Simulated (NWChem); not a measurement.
System: C$_{2}$H$_{8}$BNO; SMILES CNBOC

NWChem input:

```
start job
memory heap 200 mb stack 900 mb global 1100 mb
geometry units angstroms noautosym nocenter noautoz
  B      0.801673     0.029646     0.000000
  H      1.942991    -0.373894     0.000000
  N     -0.262526    -0.888828     0.000000
  C     -0.132873    -2.322721     0.000000
  H     -1.220254    -0.557311     0.000000
  H     -0.592898    -2.786231    -0.890543
  H     -0.592898    -2.786231     0.890543
  H      0.932333    -2.592010     0.000000
  O      0.627019     1.385397     0.000000
  C     -0.641714     1.967513     0.000000
  H     -1.228317     1.687818     0.895374
  H     -0.530336     3.061881     0.000000
  H     -1.228317     1.687818    -0.895374
end
basis spherical
  * library 6-31+g*
end
dft
  xc hfexch
  iterations 150
end
property
  response 1 0.0
end
task dft property
```

Excerpt of the output:

```
             Northwest Computational Chemistry Package (NWChem) 7.3.0
             --------------------------------------------------------

                             Geometry "geometry" -> ""
                             -------------------------

 Output coordinates in angstroms (scale by  1.889725989 to convert to a.u.)

  No.       Tag          Charge          X              Y              Z
 ---- ---------------- ---------- -------------- -------------- --------------
    1 B                    5.0000     0.80167300     0.02964600     0.00000000
    2 H                    1.0000     1.94299100    -0.37389400     0.00000000
    3 N                    7.0000    -0.26252600    -0.88882800     0.00000000
    4 C                    6.0000    -0.13287300    -2.32272100     0.00000000
    5 H                    1.0000    -1.22025400    -0.55731100     0.00000000
    6 H                    1.0000    -0.59289800    -2.78623100    -0.89054300
    7 H                    1.0000    -0.59289800    -2.78623100     0.89054300
    8 H                    1.0000     0.93233300    -2.59201000     0.00000000
    9 O                    8.0000     0.62701900     1.38539700     0.00000000
   10 C                    6.0000    -0.64171400     1.96751300     0.00000000
   11 H                    1.0000    -1.22831700     1.68781800     0.89537400
   12 H                    1.0000    -0.53033600     3.06188100     0.00000000
   13 H                    1.0000    -1.22831700     1.68781800    -0.89537400

 Effective nuclear repulsion energy (a.u.)     172.6452121501

  xc_inp: hfexch multiplicative factor not found.
                              NWChem Property Module
                              ----------------------

                                 NWChem DFT Module
                                 -----------------

 Summary of "ao basis" -> "ao basis" (spherical)
 ------------------------------------------------------------------------------
       Tag                 Description            Shells   Functions and Types
 ---------------- ------------------------------  ------  ---------------------
 B                          6-31+g*                  8       18   4s3p1d
 H                          6-31+g*                  2        2   2s
 N                          6-31+g*                  8       18   4s3p1d
 C                          6-31+g*                  8       18   4s3p1d
 O                          6-31+g*                  8       18   4s3p1d

            General Information
            -------------------
          SCF calculation type: DFT
          Wavefunction type:  closed shell.
          No. of atoms     :    13
          No. of electrons :    40
           Alpha electrons :    20
            Beta electrons :    20
          Charge           :     0
          Spin multiplicity:     1
          Use of symmetry is: off; symmetry adaption is: off
          Maximum number of iterations: 150
          AO basis - number of functions:   106
                     number of shells:    56
          Convergence on energy requested:  1.00D-06
          Convergence on density requested:  1.00D-05
          Convergence on gradient requested:  5.00D-04

              XC Information
              --------------
                     Hartree-Fock (Exact) Exchange  1.000

      Superposition of Atomic Density Guess
      -------------------------------------

 Sum of atomic energies:        -232.89512548

      Non-variational initial energy
      ------------------------------

 Total energy =    -235.844232
 1-e energy   =    -655.813925
 2-e energy   =     247.324480
 HOMO         =      -0.319540
 LUMO         =       0.040084

   convergence    iter        energy       DeltaE   RMS-Dens  Diis-err
 ---------------- ----- ----------------- --------- --------- ---------
 d= 0,ls=0.0,diis     1   -234.3870812721 -4.07D+02  5.88D-03  5.37D-01
 d= 0,ls=0.0,diis     2   -234.4507067898 -6.36D-02  2.02D-03  1.08D-01
 d= 0,ls=0.0,diis     3   -234.4615871712 -1.09D-02  8.25D-04  9.36D-03
 d= 0,ls=0.0,diis     4   -234.4628028581 -1.22D-03  1.55D-04  1.92D-04
 d= 0,ls=0.0,diis     5   -234.4628313232 -2.85D-05  5.72D-05  2.39D-05
  Resetting Diis
 d= 0,ls=0.0,diis     6   -234.4628349472 -3.62D-06  1.66D-05  1.09D-06
 d= 0,ls=0.0,diis     7   -234.4628351697 -2.22D-07  3.31D-06  6.19D-08

         Total DFT energy =     -234.462835169681
      One electron energy =     -660.389998717329
           Coulomb energy =      285.323846433580
    Exchange-Corr. energy =      -32.041895036028
 Nuclear repulsion energy =      172.645212150095

 Numeric. integr. density =        0.000000000000

                       DFT Final Molecular Orbital Analysis
                       ------------------------------------

 Vector   18  Occ=2.000000D+00  E=-4.691301D-01
              MO Center= -7.9D-02,  1.2D+00, -3.4D-14, r^2= 2.6D+00
   Bfn.  Coefficient  Atom+Function         Bfn.  Coefficient  Atom+Function
  ----- ------------  ---------------      ----- ------------  ---------------
    69      0.443685   9 O  pz               73      0.346556   9 O  pz
    87     -0.264101  10 C  pz              101     -0.172755  11 H  s
   102     -0.173084  11 H  s               105      0.172755  13 H  s
   106      0.173084  13 H  s                 5      0.148723   1 B  pz
    91     -0.147697  10 C  pz               25      0.121216   3 N  pz

 Vector   19  Occ=2.000000D+00  E=-4.672621D-01
              MO Center=  5.6D-01,  7.5D-01,  3.0D-14, r^2= 3.2D+00
   Bfn.  Coefficient  Atom+Function         Bfn.  Coefficient  Atom+Function
  ----- ------------  ---------------      ----- ------------  ---------------
    67      0.328130   9 O  px               71      0.245336   9 O  px
    20     -0.216018   2 H  s                68      0.209679   9 O  py
     3     -0.201574   1 B  px               85     -0.197182  10 C  px
    19     -0.181778   2 H  s                23      0.178444   3 N  px
    72      0.157725   9 O  py               70      0.155616   9 O  s

 Vector   20  Occ=2.000000D+00  E=-3.879219D-01
              MO Center= -1.8D-01, -8.9D-01,  2.6D-15, r^2= 2.4D+00
   Bfn.  Coefficient  Atom+Function         Bfn.  Coefficient  Atom+Function
  ----- ------------  ---------------      ----- ------------  ---------------
    25      0.489820   3 N  pz               29      0.434492   3 N  pz
    69     -0.222121   9 O  pz               73     -0.179366   9 O  pz
    43     -0.163623   4 C  pz               60      0.154552   6 H  s
    62     -0.154552   7 H  s                59      0.127120   6 H  s
    61     -0.127120   7 H  s                47     -0.114607   4 C  pz

 Vector   21  Occ=0.000000D+00  E= 6.020997D-02
              MO Center= -1.4D+00,  2.5D-01, -9.8D-14, r^2= 1.4D+01
   Bfn.  Coefficient  Atom+Function         Bfn.  Coefficient  Atom+Function
  ----- ------------  ---------------      ----- ------------  ---------------
    10      4.418000   1 B  s                92     -2.567739  10 C  s
    11     -1.652737   1 B  px               30     -1.230291   3 N  s
    94      1.029162  10 C  py               48     -0.960102   4 C  s
    93     -0.857030  10 C  px               50     -0.517763   4 C  py
     6      0.476080   1 B  s                76      0.283539   9 O  py

 Vector   22  Occ=0.000000D+00  E= 7.640064D-02
              MO Center=  6.7D-01, -1.4D+00, -1.9D-13, r^2= 2.1D+01
   Bfn.  Coefficient  Atom+Function         Bfn.  Coefficient  Atom+Function
  ----- ------------  ---------------      ----- ------------  ---------------
    48      3.067099   4 C  s                12      2.754731   1 B  py
    92     -2.204879  10 C  s                50      1.627348   4 C  py
    93     -0.884849  10 C  px               30     -0.859124   3 N  s
    94      0.746156  10 C  py               10     -0.553347   1 B  s
    32      0.549596   3 N  py               49      0.445504   4 C  px

 Vector   23  Occ=0.000000D+00  E= 7.899077D-02
              MO Center=  9.9D-01, -1.9D-01, -4.2D-14, r^2= 1.4D+01
   Bfn.  Coefficient  Atom+Function         Bfn.  Coefficient  Atom+Function
  ----- ------------  ---------------      ----- ------------  ---------------
    13      1.214591   1 B  pz               33     -0.590437   3 N  pz
    77     -0.348919   9 O  pz               51      0.322279   4 C  pz
    95      0.175507  10 C  pz                9      0.110618   1 B  pz
    25     -0.086107   3 N  pz               69     -0.062828   9 O  pz
    87     -0.055294  10 C  pz               43     -0.048849   4 C  pz

     Multipole analysis of the density
     ---------------------------------

     L   x y z        total         alpha         beta         nuclear
     -   - - -        -----         -----         ----         -------
     0   0 0 0     -0.000000    -20.000000    -20.000000     40.000000

     1   1 0 0     -0.989038     -0.514944     -0.514944      0.040850
     1   0 1 0     -0.342511     -0.379316     -0.379316      0.416121
     1   0 0 1      0.000000      0.000000      0.000000      0.000000

     2   2 0 0    -24.298675    -47.062006    -47.062006     69.825338
     2   1 1 0     -2.068662      2.450043      2.450043     -6.968749
     2   1 0 1     -0.000000     -0.000000     -0.000000      0.000000
     2   0 2 0    -22.521244   -215.264081   -215.264081    408.006918
     2   0 1 1      0.000000      0.000000      0.000000      0.000000
     2   0 0 2    -24.550181    -17.970086    -17.970086     11.389991

 *** CALLING NEW AORESP DRIVER FOR CLOSED AND OPEN SHELLS ***
 Entering AOResponse driver routine

--------------------------------------------------------------------------------

          -----------------------------------------------
          Solving response equations for perturbing field
          -----------------------------------------------

 number of frequencies:     1
 frequency in a.u.:  0.0000000E+00
 Perturbing field: electric
 Using El. Dipole Length Gauge

 Setting up CPKS with frequency omega =      0.00000000 a.u.

 STATIC response

                                NWChem CPHF Module
                                ------------------

  scftype          =     RHF
  nclosed          =       20
  nopen            =        0
  variables        =     1720
  # of vectors     =        3
  tolerance        = 0.10D-03
  level shift      = 0.00D+00
  max iterations   =       50
  max subspace     =       30

 SCF residual:    1.6647306422864090E-004

Iterative solution of linear equations
  No. of variables     1720
  No. of equations        3
  Maximum subspace       30
        Iterations       50
       Convergence  1.0D-04

   iter   nsub   residual    time
   ----  ------  --------  ---------
     1      3    7.99D-01      11.5
     2      6    3.68D-01      14.8
     3      9    1.57D-01      18.2
     4     12    2.84D-02      21.5
     5     15    1.18D-02      24.8
     6     18    2.40D-03      28.1
     7     21    6.29D-04      31.5
     8     24    1.04D-04      34.8
     9     27    1.69D-05      38.1

 Electric Dipole Response Matrix (nonzero elements):

              1        2        3
    1   44.5426   0.0952   0.0000
    2    0.0952  53.0590  -0.0000
    3    0.0000  -0.0000  36.9295

 ------------------------------------------
 average:        44.84371 + I       0.00000

 DFT Linear Response polarizability / au
 Frequency  =       0.0000000 / au
              X              Y              Z
 -----------------------------------------------
 X      44.5426008      0.0951677      0.0000000
 Y       0.0951618     53.0590339     -0.0000000
 Z       0.0000000     -0.0000000     36.9294804
 -----------------------------------------------
 Eigenvalues =      44.5415374     53.0600972     36.9294804
 Isotropic   =      44.8437050
 Anisotropic =      13.9768751
 -----------------------------------------------

 Magnetic Dipole Response Matrix (nonzero elements):

 Exiting AOResponse driver routine
```

Level: Hartree-Fock/6-31+G* (spherical d). All runs use the structure optimised with PBE0/def2-SVP. No frequency run checked for a minimum.
